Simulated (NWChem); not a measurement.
Molecule: C3H3N2, doublet; SMILES [c]1c[nH]cn1

```xyz
8

C      1.1909    -0.2183     0.0000
C      0.6000     1.0187     0.0000
N     -0.7474     0.7204     0.0000
C     -0.8695    -0.6312     0.0000
N      0.3141    -1.2120     0.0000
H      0.9824     2.0349     0.0000
H     -1.5087     1.3883     0.0000
H     -1.8354    -1.1363     0.0000
```
Atoms are numbered in this order, from 1.

Program: NWChem. Spin-unrestricted. In the optimisation the excess spin sits in a' (Cs, its own frame). Structure relaxed at the PBE0/def2-SVP, spin-unrestricted level. No stability test was run on the SCF state. Vzz is the largest principal value of the second derivative of the potential at the nucleus (NWChem prints the opposite sign); η is the asymmetry. Non-relativistic.

Question: Predict the results for B3LYP/cc-pVTZ. Quantities: Vzz N3 (a.u.); η N3; Vzz N5 (a.u.); η N5.

Answer: 
```
Property        Value
-------------  ------
Vzz N3 (a.u.)  -0.547
η N3             0.14
Vzz N5 (a.u.)  -0.848
η N5             0.04
```
